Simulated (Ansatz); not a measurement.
Reaction (atomization): `F[SiH]([SiH3])[SiH3]` → F• + 7 H• + 3 Si•

Calculated with Ansatz (gas phase, PBE0-D4/def2-TZVP geometries, no zero-point term in ΔE). CBS: MP2 limit from def2 TZ/QZ plus the TZ coupled-cluster correction, frozen cores. This one scheme is used for every species, atoms too. Functionals use def2-TZVPP. Open shells (•) are unrestricted, without spin–orbit coupling. Spin–orbit coupling would lower the free atoms: a little for F, Si.

CCSD(T)/CBS gives +802.8 kcal/mol.

Question: Another level gave +777.0 kcal/mol. Which?
A. BLYP/def2-TZVPP
B. B97M-V/def2-TZVPP
C. revPBE/def2-TZVPP
D. MP2/def2-TZVPP

Answer: D. MP2/def2-TZVPP 777.0, B97M-V 805.8, BLYP 778.3, revPBE 764.7 kcal/mol.

Largest T1 diagnostic among the species: 0.013.

From PBE to PBE0 (25 % exact exchange), in def2-TZVPP and without D4, ΔE moves by −2.3 kcal/mol: exact exchange takes away binding that semilocal exchange gives to molecules. In def2-TZVPP, CCSD(T) changes the Hartree–Fock value by +167.8 kcal/mol (the triples alone add +6.8 kcal/mol) and MP2 by +163.5 kcal/mol; breaking electron pairs costs correlation energy, which Hartree–Fock lacks.

For atomizations the MP2-based limit and the directly extrapolated one differ by several kJ/mol either way, and by 10 to 25 for some Ge, Se and Sn compounds, so smaller differences from it don't rank the levels.
